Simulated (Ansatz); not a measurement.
System: TeBr$_{2}$, net charge 1, doublet state. SMILES of the parent species: Br[Te]Br

Atoms: Te1, Br2, Br3. Bonds: Te1-Br2, Te1-Br3.

Bond lengths (Å) and angles (degrees) optimised at HF/STO-3G with Ansatz (a program for electronic structure); PBE/LANL2DZ with Ansatz; B3LYP/LANL2DZ with Ansatz; MP2/LANL2DZ with Ansatz, each started from the B3LYP-D3(BJ)/def2-TZVP structure (Ansatz) of the last column. A row stands for all coordinates that are equal there. No wavenumbers were computed at HF/STO-3G, PBE/LANL2DZ, MP2/LANL2DZ, so these may be saddle points.

```
coordinate   HF/STO-3G  PBE/LANL2DZ  B3LYP/LANL2DZ  MP2/LANL2DZ  B3LYP-D3(BJ)/def2-TZVP
-----------  ---------  -----------  -------------  -----------  ----------------------
Te1-Br2          2.489        2.598          2.592        2.518                   2.431
Br2-Te1-Br3       98.8        103.8          102.6        101.4                   102.8
```

Mean signed difference of all 2 bond lengths from B3LYP-D3(BJ)/def2-TZVP: HF/STO-3G 0.058 Å, PBE/LANL2DZ 0.166 Å, B3LYP/LANL2DZ 0.161 Å, MP2/LANL2DZ 0.087 Å.
